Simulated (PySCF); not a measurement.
Na (SMILES [Na+]), charge +1, singlet. Base run: M062X/6-31G*, TDDFT run with PySCF.

The PySCF input:
```python
from pyscf import gto, scf, dft, tdscf

mol = gto.Mole()
mol.atom = '''
    Na    0.000000    0.000000    0.000000
'''
mol.basis = '6-31g*'
mol.charge = 1
mol.spin = 0
mol.verbose = 4
mol.build()

mf = dft.RKS(mol)
mf.xc = 'm062x'
mf.kernel()
td = mf.TDDFT()
td.nstates = 5
td.kernel()
td.analyze()
```

Variants of this job, named by their change:

```csv
change,first excitation (eV),oscillator strength of the first,second (eV)
base,32.16,0.040,32.16
functional = lc_wpbe,(withheld),0.041,(withheld)
nstates = 15,32.16,0.040,32.16
functional = blyp,(withheld),0.040,(withheld)
functional = pbe,29.63,0.041,29.63
functional = wb97x,31.07,0.040,31.07
basis = aug-cc-pVTZ,31.92,0.048,31.92
functional = b3lyp,30.90,0.041,30.90
conv_tol = 1e-3,32.16,0.040,32.16
functional = camb3lyp,(withheld),0.041,(withheld)
response = Tamm-Dancoff,32.16,0.041,32.16
```

**Question.** Fill in the missing entries.

**Answer.** 
- functional = lc_wpbe, first excitation (eV): 30.02
- functional = lc_wpbe, second (eV): 30.02
- functional = blyp, first excitation (eV): 29.28
- functional = blyp, second (eV): 29.28
- functional = camb3lyp, first excitation (eV): 30.67
- functional = camb3lyp, second (eV): 30.67

An iterative solver can miss low states, so a row lists the states that it found.
